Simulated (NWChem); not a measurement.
Molecule: SiH₂SOF₂; SMILES O[Si](F)(F)S

```xyz
7

O      1.6359    -0.7518     0.1074
Si     0.0565    -0.3385     0.0554
F     -0.7954    -0.9953     1.2481
F     -0.5818    -0.9544    -1.2899
S     -0.1375     1.7471     0.2104
H      1.8834    -1.6182    -0.2325
H      0.9697     1.9528    -0.5369
```
Atoms are numbered in this order, from 1.

All runs: NWChem. Pople sets run with spherical d functions. The geometry was optimised at PBE0/def2-SVP. B3LYP is NWChem's, with the RPA form of VWN correlation. Vzz is the largest principal value of the second derivative of the potential at the nucleus (NWChem prints the opposite sign); η is the asymmetry. Non-relativistic.

For level CAM-B3LYP/cc-pVTZ:

- Vzz S5 (a.u.) = -2.014

Task: How do the values read with level B3LYP/6-31G* instead?

Result: The vzz S5 (a.u.) is -2.082.
